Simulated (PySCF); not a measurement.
Si(H)(OH)3 (H₄O₃Si), SMILES O[SiH](O)O.

Geometry: PBE0-D3(BJ)/def2-SVP. One conformer was computed; it need not be the lowest.

Method: PBE0-D3(BJ)/def2-SVP (PySCF).

Frequencies are harmonic and unscaled.

Estimate the vibrational spectrum. (Estimate from the structure and the level; the computed values follow.)


```tsv
mode	ν (cm⁻¹)	IR (km/mol)	Raman (Å⁴/amu)	depolarisation	moving atoms (share of kinetic energy)
1	164	167.9	2.2	0.74	H 67 %, O 28 %
2	226	15.0	3.0	0.75	H 84 %, O 13 %
3	244	45.6	1.0	0.75	H 79 %, O 18 %
4	307	27.8	1.2	0.66	O 62 %, H 30 %
5	370	94.2	1.8	0.75	H 47 %, O 42 %, Si 12 %
6	389	120.5	1.0	0.70	O 53 %, Si 32 %, H 15 %
7	748	119.5	5.4	0.74	H 95 %
8	781	47.6	3.4	0.03	H 51 %, O 48 %
9	805	180.7	2.1	0.74	H 70 %, O 29 %
10	840	63.0	7.8	0.16	H 44 %, O 38 %, Si 17 %
11	853	98.0	6.6	0.73	H 59 %, O 35 %
12	910	56.0	8.8	0.75	H 78 %, O 17 %
13	976	260.6	1.3	0.50	Si 43 %, O 30 %, H 27 %
14	995	299.3	0.9	0.73	Si 48 %, O 33 %, H 19 %
15	2301	143.9	107.1	0.18	H 97 %
16	3925	106.2	81.5	0.34	H 94 %
17	3935	110.2	72.7	0.25	H 94 %
18	3942	92.9	91.3	0.24	H 94 %
```
